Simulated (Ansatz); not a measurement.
A nudged elastic band was laid between two geometries of Cl3FGe + H4OSi (11 atoms, charge 0, multiplicity 1).

The calculation used RHF/def2-SVP (Ansatz).

- movable images: 7
- climbing image: yes
- spring: 5.0 eV/Å²
- optimiser: quadratic models (default)
- start path: straight line
- force threshold: 0.05 eV/Å
- iteration limit: 60
- end points: relaxed

Image 0:

```xyz
11
Properties=species:S:1:pos:R:3
Ge 0.693 0.207 -0.238
F 0.306 -0.110 1.392
Cl 2.806 0.389 -0.286
Cl -0.194 2.023 -0.837
Cl 0.102 -1.436 -1.429
O -2.393 -0.238 0.657
Si -3.783 -1.055 0.284
H -3.581 -2.520 0.365
H -4.877 -0.688 1.213
H -4.145 -0.674 -1.093
H -1.983 -0.332 1.504
```

Image 8:

```xyz
11
Properties=species:S:1:pos:R:3
Ge -0.376 0.005 -0.830
F -0.988 1.251 2.418
Cl 1.513 -0.372 0.045
Cl -0.566 2.043 -1.371
Cl -0.634 -1.224 -2.551
O -1.624 -0.405 0.304
Si -2.980 -1.393 0.393
H -2.563 -2.803 0.290
H -3.601 -1.123 1.700
H -3.902 -1.053 -0.707
H -1.327 0.641 1.839
```

Which bonds break or form, and what moves?

Bonds broken: Ge1–F2, O6–H11. Bonds formed: Ge1–O6, F2–H11. Cl3FGe + H4OSi becomes Cl3GeH3OSi + FH.

Give the energies along the band, and the barrier.

The forces met the threshold. The highest image is number 5 of 0 to 8, 28.4 kcal/mol above the first end and 28.1 kcal/mol above the last; the last end lies 0.3 kcal/mol above the first. Another band between the same ends (7 images) ends at a top of the same energy, where a vibrational analysis finds 1 clearly imaginary mode. The orbitals stay closed-shell, which can raise the energy where a bond breaks towards radicals; this wasn't checked here.

```tsv
image	path coordinate (Å)	energy (kcal/mol)	Ge1–F2 (Å)	O6–H11 (Å)	Ge1–O6 (Å)
0	0.00	0.0	1.71	0.95	3.24
1	0.83	0.2	1.71	0.95	3.30
2	1.65	3.4	1.71	0.95	2.96
3	2.48	11.3	1.72	0.95	2.48
4	3.31	14.1	1.76	0.95	2.08
5	4.13	28.4	2.02	1.13	1.86
6	4.71	8.8	2.49	1.59	1.76
7	5.29	1.1	3.09	1.85	1.74
8	5.87	0.3	3.53	1.88	1.73
```

What is the geometry of the highest image?


```xyz
11
Properties=species:S:1:pos:R:3:forces:R:3
Ge -0.272 0.233 -0.322 0.00 0.00 0.00
F -0.473 1.035 1.517 0.00 0.00 0.00
Cl 1.595 -0.585 0.281 0.00 0.00 0.00
Cl -0.327 2.194 -1.141 0.00 0.00 0.00
Cl -0.709 -0.974 -2.093 0.00 0.00 0.00
O -1.797 -0.360 0.573 0.01 0.01 0.00
Si -3.147 -1.383 0.355 -0.01 -0.01 0.00
H -2.665 -2.753 0.136 0.00 0.00 0.00
H -3.901 -1.274 1.615 0.00 0.00 0.00
H -3.931 -0.884 -0.783 0.00 0.00 0.00
H -1.421 0.318 1.393 -0.01 0.00 0.00
```

The band took 23 iterations and about 11 core-minutes.

Run time: 3 min on 4 threads of AMD EPYC 9R45 96-Core Processor (Zen 5), on a shared host, peak memory 0.55 GiB.
